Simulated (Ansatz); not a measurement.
`N[Si](N)(F)[SiH3]` + H₂S → `N[Si](F)([SiH3])S` + NH₃  (ligand exchange at the Si–N bond)

Computed with Ansatz on PBE0-D4/def2-TZVP structures; ΔE is electronic, products minus reactants. CCSD(T)/CBS adds triple-zeta CCSD(T) − MP2 to the extrapolated MP2 energy (def2 sets, frozen cores). This one scheme is used for every species. Functionals use def2-TZVPP. One conformer a species, not always the lowest.

`N[Si](N)(F)[SiH3]`:

Cartesian coordinates in Å:
```
N -0.293 0.044 -1.885
Si 0.339 0.353 -0.332
N 1.643 -0.710 -0.113
F 0.715 1.916 -0.389
Si -1.090 0.123 1.514
H -0.558 -0.888 -2.158
H -0.834 0.745 -2.364
H 2.313 -0.871 -0.849
H 2.023 -0.907 0.798
H -1.772 -1.201 1.473
H -2.135 1.183 1.503
H -0.348 0.213 2.804
```

H₂S:

Z-matrix (Å, degrees):
```
S
H 1 1.341
H 1 1.341 2 92.3
```

`N[Si](F)([SiH3])S`:

```xyz
11

N    -1.593   -0.236   -0.669
Si   -0.296   -0.582    0.367
F    -0.013   -2.149    0.580
Si    1.650    0.394   -0.485
S    -0.806    0.049    2.340
H    -1.486   -0.235   -1.670
H    -2.549   -0.386   -0.385
H     2.842   -0.117    0.238
H     1.567    1.869   -0.313
H     1.798    0.098   -1.938
H    -1.114    1.294    1.936
```

NH₃:

Cartesian coordinates in Å:
```
N -0.022 -0.257 0.114
H -0.355 -0.240 -0.842
H -0.560 0.429 0.629
H 0.937 0.068 0.100
```

Q: Is it downhill or uphill in electronic energy at CCSD(T)/CBS, and by how much? (An estimate is asked.)

A: Computed: Nearly level: ΔE = +1.5 kJ/mol.

Q: What do these levels give: r2SCAN-D4, PBE0-D4, PBE, MP2/def2-TZVPP, HF/def2-QZVPP, MP2/def2-QZVPP? (An estimate is asked.)

A: Ansatz gave: r2SCAN-D4 -0.2, PBE0-D4 -3.8, PBE -4.7, MP2/def2-TZVPP 0.8, HF/def2-QZVPP 14.5, MP2/def2-QZVPP -0.5 kJ/mol.

Largest T1 diagnostic among the species: 0.012.

The D4 term adds −3.6 kJ/mol with B3LYP and −1.9 kJ/mol with PBE0; it sums over pairs of atoms, weighted by their polarisabilities, and B3LYP, whose exchange is more repulsive, gets the larger term. In def2-TZVPP, CCSD(T) changes the Hartree–Fock value by −8.9 kJ/mol (the triples alone add −2.7 kJ/mol) and MP2 by −12.6 kJ/mol.

B3LYP here is the variant with VWN-RPA as its local correlation; programs differ in this.
